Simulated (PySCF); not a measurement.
CH₄NO, charge +1. Atoms are numbered in the order given.

```xyz
7

N     -0.1881     1.1106     0.0000
C      0.4321    -0.0264     0.0000
O     -0.1072    -1.1908     0.0000
H     -1.1990     1.1974     0.0000
H      0.3447     1.9728     0.0000
H      1.5177    -0.0370     0.0000
H     -1.0815    -1.2226     0.0000
```
Charge +1, spin multiplicity 1.

Coordinates come from a B3LYP-D3(BJ)/def2-TZVP optimisation. The isomer is the one that the SMILES or the coordinates give; other isomers of the formula were not compared. One conformer was computed; it need not be the lowest.

Calculation: B3LYP-D3(BJ)/def2-TZVP run with PySCF 2.14.0.

Harmonic, unscaled wavenumbers; measured fundamentals usually lie a few per cent lower.

```tsv
mode	ν (cm⁻¹)	IR (km/mol)	moving atoms (share of kinetic energy)
1	564	6.6	H 40 %, O 22 %, C 21 %, N 17 %
2	595	79.8	H 95 %
3	702	73.6	H 83 %
4	739	207.3	H 57 %, C 20 %, N 16 %
5	1068	12.0	H 74 %, N 18 %
6	1091	27.2	H 77 %, C 22 %
7	1171	172.0	H 56 %, O 31 %, N 10 %
8	1398	41.1	H 81 %, N 12 %
9	1438	8.8	H 42 %, C 38 %, O 13 %
10	1627	39.6	H 68 %, C 26 %
11	1743	375.4	C 42 %, H 29 %, N 25 %
12	3200	11.9	H 91 %, C 9 %
13	3501	181.4	H 96 %
14	3605	162.5	H 90 %, N 10 %
15	3673	179.3	H 94 %
```
